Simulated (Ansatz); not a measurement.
`F[CH]([SiH3])[SnH3]` and `[F][AlH][CH](F)[SiH3]` differ in one atom or group.

Ansatz, PBE0-D4/def2-TZVP geometries, multiplicity 1. Each molecule was computed in one conformer, which needn't be the lowest.

Elements past krypton have def2 core potentials.

```tsv
property	`F[CH]([SiH3])[SnH3]`
HOMO–LUMO gap (B3LYP/def2-TZVPP) / eV	7.21
HOMO–LUMO gap (ωB97M-V/def2-TZVPP) / eV	11.24
HOMO energy (ωB97M-V/def2-TZVPP) / eV	-9.99
size of the dipole moment (ωB97M-V/def2-TZVPP) / D	1.33
LUMO energy (PBE/def2-TZVPP) / eV	-0.97
LUMO energy (B3LYP/def2-TZVPP) / eV	-0.42
```

Problem. Give the same properties after the change, and the shifts. (Best estimate.)

Solution. The calculation gave: 
```
                                          property  `[F][AlH][CH](F)[SiH3]`  shift
             HOMO–LUMO gap (B3LYP/def2-TZVPP) / eV                     6.29  -0.92
           HOMO–LUMO gap (ωB97M-V/def2-TZVPP) / eV                    10.53  -0.71
             HOMO energy (ωB97M-V/def2-TZVPP) / eV                   -10.20  -0.21
size of the dipole moment (ωB97M-V/def2-TZVPP) / D                     0.52  -0.81
                 LUMO energy (PBE/def2-TZVPP) / eV                    -2.03  -1.06
               LUMO energy (B3LYP/def2-TZVPP) / eV                    -1.50  -1.08
```

With PBE0 the HOMO falls by 0.15 eV and the LUMO falls by 1.07 eV, so the gap narrows by about 0.92 eV. PBE moves the HOMO by -0.04 eV and ωB97M-V by -0.21 eV. Dipoles are sizes alone; their direction can turn.

B3LYP here is the variant with VWN-RPA as its local correlation; programs differ in this.
